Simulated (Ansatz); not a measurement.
C4H12ClHfNO2 (`CC[N](C)[Hf]([OH])([Cl])[O]C`), relaxed with RKS PBE0-D4/def2-TZVP in the Gaussian-basis code of Ansatz from a GFN2-xTB geometry. The force threshold is 0.005 eV/Å; the program also tests the step.

The species carries charge 0 and has multiplicity 1. Hf takes the def2 core potential.

Start:

```xyz
21

C    -0.193   -2.190    0.910
C    -1.011   -0.916    1.138
N    -1.219   -0.230   -0.132
C    -1.659    1.142    0.073
Hf    0.473   -0.316   -1.154
O     0.345    0.933   -2.547
Cl    0.816   -2.218   -2.392
O     1.813    0.224    0.012
C     1.937    1.598    0.226
H     0.826   -1.930    0.580
H    -0.678   -2.808    0.149
H    -0.122   -2.767    1.832
H    -0.479   -0.262    1.858
H    -1.985   -1.179    1.584
H    -0.982    1.691    0.752
H    -2.665    1.165    0.514
H    -1.693    1.654   -0.893
H     0.544    0.489   -3.380
H     1.390    2.168   -0.544
H     1.545    1.865    1.218
H     2.995    1.887    0.196
```

```json
{"step": "1", "energy (eV)": "-23751.5420", "largest force (eV/Å)": "2.071", "largest move (Å)": "0.000"}
{"step": "2", "energy (eV)": "-23752.1438", "largest force (eV/Å)": "0.436", "largest move (Å)": "0.195"}
{"step": "3", "energy (eV)": "-23752.3643", "largest force (eV/Å)": "0.812", "largest move (Å)": "0.191"}
{"step": "4", "energy (eV)": "-23752.4903", "largest force (eV/Å)": "0.946", "largest move (Å)": "0.191"}
{"step": "5", "energy (eV)": "-23752.5943", "largest force (eV/Å)": "1.069", "largest move (Å)": "0.200"}
{"step": "6", "energy (eV)": "-23752.6843", "largest force (eV/Å)": "0.244", "largest move (Å)": "0.200"}
{"step": "7 (rejected)", "energy (eV)": "-23752.6326", "largest force (eV/Å)": "1.904", "largest move (Å)": "0.196"}
{"step": "8", "energy (eV)": "-23752.7100", "largest force (eV/Å)": "0.145", "largest move (Å)": "0.096"}
{"step": "9", "energy (eV)": "-23752.7313", "largest force (eV/Å)": "0.229", "largest move (Å)": "0.098"}
{"step": "10", "energy (eV)": "-23752.7531", "largest force (eV/Å)": "0.446", "largest move (Å)": "0.147"}
{"step": "11", "energy (eV)": "-23752.7692", "largest force (eV/Å)": "0.728", "largest move (Å)": "0.195"}
{"step": "13", "energy (eV)": "-23752.8219", "largest force (eV/Å)": "0.549", "largest move (Å)": "0.194"}
{"step": "15", "energy (eV)": "-23752.8485", "largest force (eV/Å)": "0.419", "largest move (Å)": "0.092"}
{"step": "17", "energy (eV)": "-23752.8696", "largest force (eV/Å)": "0.094", "largest move (Å)": "0.111"}
{"step": "19", "energy (eV)": "-23752.8732", "largest force (eV/Å)": "0.240", "largest move (Å)": "0.045"}
{"step": "21", "energy (eV)": "-23752.8774", "largest force (eV/Å)": "0.047", "largest move (Å)": "0.036"}
{"step": "23", "energy (eV)": "-23752.8784", "largest force (eV/Å)": "0.053", "largest move (Å)": "0.035"}
{"step": "25", "energy (eV)": "-23752.8787", "largest force (eV/Å)": "0.009", "largest move (Å)": "0.009"}
{"step": "27", "energy (eV)": "-23752.8787", "largest force (eV/Å)": "0.014", "largest move (Å)": "0.014"}
{"step": "29", "energy (eV)": "-23752.8788", "largest force (eV/Å)": "0.005", "largest move (Å)": "0.007"}
{"step": "31", "energy (eV)": "-23752.8788", "largest force (eV/Å)": "0.007", "largest move (Å)": "0.017"}
{"step": "33", "energy (eV)": "-23752.8788", "largest force (eV/Å)": "0.003", "largest move (Å)": "0.001"}
{"step": "34", "energy (eV)": "-23752.8788", "largest force (eV/Å)": "0.001", "largest move (Å)": "0.006"}
```

End:

```xyz
21

C     0.106   -1.457    1.459
C    -1.225   -0.791    1.175
N    -1.238   -0.064   -0.074
C    -2.528    0.542   -0.325
Hf    0.308    0.092   -1.387
O    -0.273    1.375   -2.701
Cl    0.692   -2.035   -2.409
O     1.924    0.632   -0.519
C     3.048    0.957    0.225
H     0.908   -0.720    1.557
H     0.375   -2.163    0.666
H     0.062   -2.020    2.392
H    -1.479   -0.112    2.005
H    -2.016   -1.557    1.159
H    -2.800    1.250    0.472
H    -3.322   -0.215   -0.375
H    -2.527    1.089   -1.270
H    -0.101    2.054   -3.347
H     3.252    2.031    0.166
H     2.908    0.693    1.280
H     3.924    0.418   -0.149
```

Hardware: 4 threads of an AMD EPYC 7R13 on a shared host and a share of an NVIDIA H100 80 GB. Wall time 2.6 min, peak host memory 1.4 GiB.
